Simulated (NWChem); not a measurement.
Molecule: C₂H₅ClOSi; SMILES Cl[SiH]1COC1

```xyz
10

Cl    -0.2025     2.0714     0.0000
Si     0.5031     0.1094     0.0000
C     -0.2223    -1.2175    -1.1454
O     -0.1390    -2.1174     0.0000
C     -0.2223    -1.2175     1.1454
H      1.9854     0.1807     0.0000
H      0.3602    -1.6213    -1.9779
H     -1.2628    -1.0669    -1.4658
H     -1.2628    -1.0669     1.4658
H      0.3602    -1.6213     1.9779
```
Atoms are numbered in this order, from 1.

Results from NWChem. Medium grid unless said otherwise, to which SCAN and Minnesota functionals are sensitive. All runs use the structure optimised with B3LYP/6-31G* (spherical d). Total energies of different functionals are on different scales.

```csv
level,energy (Ha),highest occupied level (eV),orbital gap (eV),dipole (D),relative time
PBE/def2-TZVP,-903.7082,-5.98,5.39,0.21,2
B3LYP/def2-TZVP,-904.2665,-7.22,7.25,0.19,1
r2SCAN/def2-TZVP,-904.0890,-6.26,6.01,0.19,1
CAM-B3LYP/def2-TZVP,-904.1791,-8.84,10.06,0.24,10
BLYP/def2-TZVP,-904.1697,-5.88,5.41,0.16,1
PW6B95/def2-TZVP,-905.0299,-7.58,7.81,0.18,1
```

Relative times are rough (shared machine, one core).
